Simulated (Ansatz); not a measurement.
Species: C₄H₄, SMILES `C#CC=C` (charge 0, multiplicity 1).

Question: Give a relaxed geometry from CAM-B3LYP-D3(BJ)/def2-TZVP (Ansatz, an electronic-structure program).

Answer: the end point of this relaxation (outside a Z-matrix the atoms follow the SMILES, hydrogens last).
Bond lengths (Å): C1–C2 1.197, C1–H5 1.063, C2–C3 1.424, C3–C4 1.326, C3–H6 1.084, C4–H7 1.081, C4–H8 1.081. Bond angles (°): C2–C1–H5 179.6, C1–C2–C3 178.7, C2–C3–C4 124.0, C2–C3–H6 116.0, C4–C3–H6 120.0, C3–C4–H7 121.5, C3–C4–H8 120.8, H7–C4–H8 117.7.
